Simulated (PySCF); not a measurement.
Cu+: excitation energy

Cu+ [Ar] 3d10 (1S) → Cu+ [Ar] 3d9 4p1 (high-spin determinant), as a difference of total energies. Calculation: PySCF 2.14, in aug-cc-pVDZ-DK; the spin-free X2C one-electron Hamiltonian (Gaussian nucleus). Correlated levels: valence: [Ar] frozen. The calculations carry no spin-orbit coupling.

```
           method  excitation energy (eV)
              UHF                   5.928
              LDA                   8.654
              PBE                   8.188
             PBE0                   7.808
           r2SCAN                   7.776
             BP86                   8.172
            wB97X                   8.354
        BHandHLYP                   7.426
            TPSSh                   7.889
    MP2 (valence)                   8.933
SCS-MP2 (valence)                   8.606
```

Question: How much does correlation contribute at MP2 (valence)?

Answer: 8.933 − (5.928) = 3.005 eV, measured against UHF.

A first-order spin-orbit estimate (lowest level to lowest level, LS coupling) adds -0.078 eV.

The determinant of the upper state mixes LS terms, which raises its energy above the lowest term, most at the Hartree-Fock and MP2 levels.
